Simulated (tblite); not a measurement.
Compound: C4H13ClSi2.
Z-matrix (Å and degrees, GFN2-xTB geometry), rows numbered from 1:
```
C 
C   1  1.5246
Si  2  1.9054  1  113.01
C   3  1.8982  2  111.96  1    59.89
Si  4  1.9031  3  116.28  2   171.62
C   3  1.9161  2  107.67  1   180.00
Cl  6  1.7821  3  109.28  2   -67.65
H   1  1.0884  2  110.93  3   178.29
H   1  1.0870  2  110.72  3   -61.60
H   1  1.0872  2  110.59  3    58.18
H   2  1.0916  1  108.78  3  -122.00
H   2  1.0918  1  108.92  3   122.49
H   3  1.4749  2  110.45  1   -64.84
H   4  1.0899  3  108.42  2   -65.79
H   4  1.0909  3  108.85  2    49.15
H   5  1.4651  4  109.35  3    57.69
H   5  1.4621  4  110.55  3   -63.03
H   5  1.4660  4  108.89  3   177.13
H   6  1.0862  3  112.30  2   174.29
H   6  1.0867  3  113.23  2    50.86
```

Computed values, GFN2-xTB/tblite, gas phase, harmonic and unscaled. This tight-binding method is rough: wavenumbers can miss measured ones by several per cent, in bad cases by 10 to 20. Modes of hydrogen on silicon can be 10 to 20 % off. One conformer, not necessarily the lowest.

Harmonic wavenumbers (cm⁻¹): 32.6, 46.0, 52.1, 85.2, 102.1, 136.4, 148.1, 205.4, 207.3, 256.1, 318.4, 490.1, 511.0, 588.1, 606.7, 637.7, 688.2, 699.1, 726.1, 733.1, 753.0, 769.9, 786.9, 791.0, 797.7, 834.8, 978.9, 1018.9, 1023.3, 1078.5, 1098.7, 1139.0, 1194.4, 1238.8, 1290.5, 1418.2, 1438.3, 1444.2, 1475.5, 1512.3, 1512.9, 2171.1, 2241.3, 2248.5, 2274.5, 2965.9, 2972.1, 2978.9, 2983.9, 3004.6, 3008.7, 3019.5, 3034.5, 3041.6.

A = 1309, B = 1039, C = 666.7 MHz; mass 152.024 u (most abundant isotopes); point group C1, symmetry number 1.

Problem. What is the zero-point energy?

Solution. ½Σν̃ = 33405 cm⁻¹ = 399.62 kJ/mol.

Problem. Give the ideal-gas entropy at 500 K and 1 bar in the rigid-rotor, harmonic-oscillator model (classical rotation).

Solution. Translation 182.26, rotation 133.02, vibration 270.18: S = 585.5 J/(mol K).

Problem. And Cp and H(500 K) − H(0)?

Solution. Cp = 263.65 J/(mol K), of which vibrations give 230.39 (their classical limit is 54 R = 449.0); H(500 K) − H(0) = 80.54 kJ/mol without the zero-point energy, 63.92 from vibrations.

Problem. Blend soft modes into free rotors: weight 1/[1 + (100 cm⁻¹/ν̃)⁴] for the oscillator and the rest for a rotor with moment μB/(μ + B), μ = h/(8π²ν), B = 10⁻⁴⁴ kg m². What vibrational entropy results?

Solution. 239.70 J/(mol K) in place of 270.18, which changes −T·S at 500 K by +15.24 kJ/mol.

Problem. Which modes carry the vibrational entropy at 500 K?

Solution. 32.6 cm⁻¹: 27.99; 46.0 cm⁻¹: 25.13; 52.1 cm⁻¹: 24.10; 85.2 cm⁻¹: 20.02; 102.1 cm⁻¹: 18.53; 136.4 cm⁻¹: 16.14 J/(mol K); the other 48 give 138.26 together.

Problem. How do the functions run with temperature in this model?

Solution. 
| T (K) | S (J/(mol K)) | Cp (J/(mol K)) | H − H(0) (kJ/mol) | G − H(0) (kJ/mol) | ln q(vib) |
| --- | --- | --- | --- | --- | --- |
| 150 | 368.3 | 118.1 | 12.22 | -43.02 | 5.39 |
| 250 | 438.9 | 163.6 | 26.25 | -83.49 | 9.02 |
| 298.15 | 469.7 | 186.0 | 34.67 | -105.37 | 10.65 |
| 400 | 530.5 | 228.9 | 55.86 | -156.35 | 13.98 |
| 600 | 636.1 | 292.2 | 108.38 | -273.30 | 20.13 |
| 900 | 767.2 | 353.6 | 205.98 | -484.50 | 28.48 |

q(vib) and H(0) count from the zero-point level.

Hindered rotation and anharmonicity are outside this model. Other conformers, if any are populated, would add a mixing term that is left out. The structure is chiral; the term R ln 2 for an equal mix with its mirror image is left out.
